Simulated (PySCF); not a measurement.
SMILES c1(sccc1)O[SiH3] at its GFN2-xTB optimised geometry (Å):

```
13

Si    -2.4049    -1.5447    -0.0207
O     -0.7763    -1.4080     0.0000
C      0.0146    -0.3441     0.0000
C      1.3759    -0.3441     0.0000
C      1.9199     0.9612     0.0000
C      0.9759     1.9314     0.0002
S     -0.6209     1.2767    -0.0002
H     -2.4738    -2.9948     0.0025
H     -2.9768    -0.8875     1.1543
H     -2.9402    -0.9278    -1.2344
H      1.9597    -1.2459     0.0004
H      2.9768     1.1592     0.0001
H      1.1048     2.9948     0.0004
```

Calculation: PySCF with B3LYP/def2-TZVP. Cells within 0.4 Å of a nucleus heavier than hydrogen are left out (blank, or x).

Map of the LUMO amplitude (bohr^(-3/2)) on the plane z = 0.0 Å; orbital energy -0.57 eV, overall sign arbitrary:

```
|55555555555555555555555555555|
|55555555555555555555555555555|
|55555555555555555555555555555|
|55555555555555555555555555555|
|55555555555555555555555555555|
|55555555554444555555555555555|
|55555555544444566554455555555|
|55555555543333577644455555555|
|5555555554311368xx34445555555|
|5555556655310369xx33445555555|
|555556666664xx689743456665555|
|555566677889xx56665xx66665555|
|5555667788997434555xx66665555|
|55556678899863234556666665555|
|55555678998752x245x5555555555|
|4444557999865xxx6xx4555555555|
|44333469986445x876x4455555555|
|433222478741x5777654445555555|
|4322102xx53xx6676654445555555|
|4321001xx642x6666655555555555|
|43221125776556666655555555555|
|43322346877666666655555555555|
|44333468887666666555555555555|
|44444568887766666555555555555|
|54445567777666665555555555555|
|55555566666666655555555555555|
|55555566666666555555555555555|
|55555566666665555555555555555|
|55555555565555555555555555555|
```
Scale: ten equal steps from -0.131 (start of '0') to 0.099 (end of '9'), in the order '0123456789'; x runs from -5.00 to 5.00, y from -5.00 (bottom) to 5.00 (top).
